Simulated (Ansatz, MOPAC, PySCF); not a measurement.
Donor–acceptor adduct: BH3 (SMILES B) (first 4 atoms) with H2O (SMILES O); geometry from B3LYP-D3(BJ)/def2-TZVP, rigid monomers moved along the line of their centres of mass till B1···O5 is 1.56 Å.
(charge 0, multiplicity 1):
```xyz
7

B      0.2106     0.2493     0.7896
H      0.6172    -0.7672     0.2870
H     -0.8529     0.6372     0.3940
H      1.0372     1.0909     1.0056
O     -0.1515    -0.1934     2.2373
H     -0.8063    -0.9026     2.1931
H      0.6379    -0.5560     2.6604
```

Interaction energies are E(AB) − E(A) − E(B) at the monomers' geometry in the complex; basis-set methods are counterpoise corrected. Rows marked so take none.

Cores are frozen in the correlated methods. CBS: X⁻³ extrapolation of the correlation energy, Hartree–Fock from the larger set. Rows in 3-21G, 6-31G* carry no dispersion term and start afresh at each structure (6-31G* with six Cartesian d functions). MP2/6-31G* freezes PySCF's default core. The state reached by PM3, PM6, PM7 isn't checked; PM7 holds dispersion and hydrogen-bond terms.

Codes used: Ansatz (a first-principles code) with Gaussian orbitals; MOPAC for PM3, PM6, PM7 (differences of heats of formation); PySCF for 3-21G rows, 6-31G* rows, the dispersion terms. Values without a source in brackets are computed.

Other levels give for the interaction energy: PBE/def2-TZVPPD -89.5; B3LYP/def2-TZVPPD -72.4; B3LYP-D3(BJ)/def2-TZVPPD -78.4; wB97M-V/def2-TZVPPD -86.3; CCSD(T)/CBS(aug-cc-pVDZ, aug-cc-pVTZ) -81.2 kJ/mol.

Problem. What do these common cheap choices give for the same quantity: PM3, PM6, PM7, HF/3-21G (no counterpoise), HF/6-31G*, B3LYP/6-31G* (no counterpoise), MP2/6-31G*, MP2/6-31G* (no counterpoise)?

Solution. PM3 -203.2; PM6 -142.3; PM7 -84.6; HF/3-21G (no counterpoise) -115.6; HF/6-31G* -46.4; B3LYP/6-31G* (no counterpoise) -95.9; MP2/6-31G* -68.2; MP2/6-31G* (no counterpoise) -95.2 kJ/mol. They span -203.2 to -46.4 kJ/mol.
